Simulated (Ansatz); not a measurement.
System: CH5GeO2, charge 0, multiplicity 2. It need not be the lowest isomer of its formula. 
Coordinates optimised at B3LYP-D3(BJ)/def2-TZVP (Ansatz, a first-principles code):
```
Ge
O 1 1.7937
H 2 0.9642 1 111.94
O 1 1.8118 2 101.80 3 -35.36
H 4 0.9629 1 113.66 2 163.16
C 1 1.9907 2 103.73 3 -150.32
H 6 1.0880 1 110.33 2 179.46
H 6 1.0882 7 110.15 1 -120.52
H 6 1.0903 7 110.50 8 -122.12
```
Charge 0, spin multiplicity 2.

Wanted: atomisation energy (electronic, to ground-state atoms), in eV. Correlated levels leave the core frozen unless marked. Open shells are spin-unrestricted. No spin-orbit coupling. Frozen are the shells of the preceding noble gas and the d and f shells that filled before the atom's block. Non-relativistic. The coupled-cluster limit lacks core correlation, which all-electron functionals hold. Basis-set limits of correlation are two-point, X^-3; Hartree-Fock from the larger set. [CCSD(T)-MP2]/basis is that difference in the basis named.

```tsv
level	program	atomisation energy (eV)	minus last row
BLYP/def2-TZVPD	Ansatz	32.74	-0.48
revPBE-D4/def2-TZVPD	Ansatz + dftd4	32.77	-0.45
PBE0/def2-TZVPD	Ansatz	32.68	-0.54
B2GP-PLYP-D4/def2-TZVPD	Ansatz + dftd4	32.55	-0.67
B2GP-PLYP/def2-TZVPD	Ansatz	32.48	-0.74
SCS-MP2/6-31G*	Ansatz	29.45	-3.77
RI-MP2/CBS(cc-pVTZ,cc-pVQZ)+[CCSD(T)-MP2]/cc-pVTZ	Ansatz	33.22	0.00
```
